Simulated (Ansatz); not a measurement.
Relaxation of ClFH₅NOSi (10 atoms, charge 0, multiplicity 1), to a largest force component of 0.03 eV/Å in at most 50 steps.

The calculation used Ansatz 0.2.0, RKS PBE/cc-pVDZ.

```xyz
10
Properties=species:S:1:pos:R:3
Si -0.057 -0.126 -0.063
F -0.222 -0.088 1.555
N 1.524 -0.039 -0.717
H 2.060 -0.908 -0.748
H 2.121 0.781 -0.612
Cl -1.222 1.451 -0.770
O -0.656 -1.615 -0.559
H -1.278 -1.989 0.094
H 1.059 2.067 0.978
H 0.940 1.694 1.585
```

**Question.** Where does it end, and by what steps?

**Answer.** It converged. The force dipped under the threshold on the way, but the program's further checks kept it going. After 32 steps the energy has fallen by 0.297 eV; H9 moved furthest, 1.80 Å.

| step | energy less start (eV) | largest force component (eV/Å) | accepted |
| --- | --- | --- | --- |
| 0 | 0.0000 | 1.517 | yes |
| 2 | -0.2066 | 0.263 | yes |
| 4 | -0.2601 | 0.157 | yes |
| 6 | -0.2734 | 0.091 | yes |
| 8 | -0.2640 | 0.789 | no |
| 10 | -0.2799 | 0.225 | yes |
| 12 | -0.2858 | 0.148 | yes |
| 14 | -0.2894 | 0.152 | yes |
| 16 | -0.2917 | 0.130 | yes |
| 18 | -0.2938 | 0.092 | yes |
| 20 | -0.2947 | 0.033 | yes |
| 22 | -0.2953 | 0.039 | yes |
| 24 | -0.2958 | 0.051 | yes |
| 26 | -0.2963 | 0.048 | yes |
| 28 | -0.2966 | 0.047 | yes |
| 30 | -0.2968 | 0.042 | yes |
| 32 | -0.2970 | 0.025 | yes |

```xyz
10
Properties=species:S:1:pos:R:3
Si -0.194 -0.206 -0.471
F -0.524 0.778 0.832
N 1.418 -0.170 -1.070
H 2.158 -0.422 -0.405
H 1.686 0.667 -1.596
Cl -1.456 0.486 -1.975
O -0.509 -1.780 0.007
H -1.295 -1.849 0.583
H 1.787 1.994 2.627
H 1.195 1.731 2.209
```

Whether the end is a true minimum wasn't checked by a vibrational analysis.

The run took 86 s on 2 threads of Arm Neoverse V1 (shared host), peak memory 0.18 GiB.
